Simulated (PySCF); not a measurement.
**Correlation energy of V+ (vanadium, charge +1)**

[Ar] 3d3 4p1, one real determinant (an excited configuration). Computed with PySCF 2.14 in x2c-QZVPPall (11s7p5d3f2g, 96 functions), with scalar relativity by spin-free X2C-1e. Frozen: [Ne]; 12 electrons correlated.

```json
{"level": "CCSD", "correlation energy (mhartree)": "-338.33"}
{"level": "(T)", "correlation energy (mhartree)": "-8.11"}
{"level": "CCSD(T)", "correlation energy (mhartree)": "-346.44"}
```

Diagnostics: T1 = 0.011, D1 = 0.0430, largest double amplitude 0.025.

Q: Is a single reference adequate?

A: Yes: T1 lies below 0.03 and no double amplitude reaches 0.07.

The basis was made for the ground configuration and has no added diffuse functions, which can raise the energy of the promoted electron.

The reference is one real determinant that mixes LS terms of this configuration.

This basis was not built for core-valence correlation, so the inner-shell part is incomplete.
